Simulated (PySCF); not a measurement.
selenium dioxide (O₂Se), SMILES O=[Se]=O. Atoms are numbered in the order given.

```xyz
3

O      0.0000    -1.3340     0.5929
Se     0.0000     0.0000    -0.2790
O      0.0000     1.3340     0.5929
```

Coordinates come from a ωB97X-D3(BJ)/def2-TZVP optimisation.

The numbers are results of TDA-ωB97X/def2-SVPD (PySCF), not measurements.

Vertical excitations. Isolated molecule, no solvent. State labels are in the subgroup C2v.

Question: Give excitation energies, oscillator strengths and character. (An estimate is asked for; the answer gives what the named calculation found.)

Answer: 
```
state  symmetry  energy (eV)  λ (nm)      f                                                                 main pairs
-----  --------  -----------  ------  -----  -------------------------------------------------------------------------
S1           B1         3.42     363  0.006                                                             HOMO→LUMO 98 %
S2           A2         3.53     351  0.000                                                           HOMO−1→LUMO 99 %
S3           B2         5.49     226  0.065                                                           HOMO−2→LUMO 77 %
S4           B1         7.01     177  0.006                                                           HOMO−4→LUMO 98 %
S5           A2         7.20     172  0.000                                                           HOMO−5→LUMO 98 %
S6           A1         7.81     159  0.027     HOMO→LUMO+1 52 %, HOMO−3→LUMO 16 %, HOMO→LUMO+3 14 %, HOMO→LUMO+5 12 %
S7           B2         8.07     154  0.000  HOMO→LUMO+2 36 %, HOMO−1→LUMO+1 31 %, HOMO−1→LUMO+3 15 %, HOMO→LUMO+6 8 %
S8           A2         8.15     152  0.000                 HOMO−2→LUMO+1 61 %, HOMO−2→LUMO+3 21 %, HOMO−2→LUMO+5 16 %
S9           A1         8.15     152  0.045  HOMO−3→LUMO 44 %, HOMO−1→LUMO+2 25 %, HOMO→LUMO+1 15 %, HOMO−1→LUMO+6 7 %
S10          B1         8.72     142  0.033                                     HOMO−2→LUMO+2 78 %, HOMO−2→LUMO+6 19 %
T1           B1         2.59     479      0                                                             HOMO→LUMO 99 %
T2           B2         2.79     445      0                                                           HOMO−2→LUMO 98 %
T3           A2         3.07     404      0                                                           HOMO−1→LUMO 98 %
T4           A1         5.70     218      0                                                           HOMO−3→LUMO 97 %
```
Triplets are in the Tamm–Dancoff approximation.
